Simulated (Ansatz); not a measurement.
Stretching the C1–Br2 bond in CH3Br (SMILES CBr) (multiplicity 1 held, fragments rigid). Energies count from the point at 1.957 Å.
Geometry at that point (charge 0, multiplicity 1):
```xyz
5

C     -1.53382    -0.04092    -0.02869
Br     0.42257     0.01127     0.00790
H     -1.83025    -0.68040    -0.85265
H     -1.88711     0.97407    -0.17260
H     -1.86976    -0.44272     0.92074
```

Active spaces are followed from a long bond inwards. Levels need not reach the same state.

Cores are frozen in the correlated methods. Filled d and f shells under p-block atoms count as core.

Programs: Ansatz (Gaussian basis) for Hartree–Fock, density functionals and correlated methods. 

### Question
What energy at R = 6.264 Å does CASSCF(6,4)/cc-pVDZ give?

### Answer
265 kJ/mol

### Question
Give the energy at R = 6.264 Å at the level FIC-MRCISD+Q on CASSCF(6,4)/cc-pVDZ.

### Answer
303 kJ/mol

### Question
Give the energy at R = 6.264 Å at the level FIC-MRCISD on CASSCF(6,4)/cc-pVDZ.

### Answer
299 kJ/mol

Doubts at one or more of the structures used: active orbitals that take no part (CASSCF(6,4)/cc-pVDZ, FIC-MRCISD on CASSCF(6,4)/cc-pVDZ, FIC-MRCISD+Q on CASSCF(6,4)/cc-pVDZ).

Ansatz is a first-principles code.
